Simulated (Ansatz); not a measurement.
Removing an electron: the cluster GaAs₂⁻ (the lowest singlet isomer of a short search). Total charge -1; singlet. Geometry: PBE-D4/def2-TZVPD. Ansatz, gas phase; energy differences of separate SCF runs; the oxidised species was run as a doublet alone.

Cartesian coordinates in Å:
```
Ga -1.050 1.135 -0.049
As -0.318 -1.346 0.054
As 1.368 0.211 -0.005
```

The structure comes from a short search, and lower isomers may exist.

```json
{"level": "PBE-D4/def2-TZVPD", "−HOMO (eV)": "-0.45", "vertical IE (eV)": "2.00", "−LUMO (eV)": "-1.13", "HOMO–LUMO gap (eV)": "0.67", "remarks": "HOMO above zero (-1 singlet)"}
{"level": "r2SCAN-D4/def2-TZVPD", "−HOMO (eV)": "-0.26", "vertical IE (eV)": "2.06", "−LUMO (eV)": "-1.09", "HOMO–LUMO gap (eV)": "0.83", "remarks": "HOMO above zero (-1 singlet)"}
{"level": "PBE0-D4/def2-TZVPD", "−HOMO (eV)": "0.38", "vertical IE (eV)": "2.07", "−LUMO (eV)": "-1.81", "HOMO–LUMO gap (eV)": "2.20", "remarks": "–"}
```

  A HOMO above zero means that the electron is unbound at that level or that self-interaction error raises the level; the energy of removing that electron tells which.
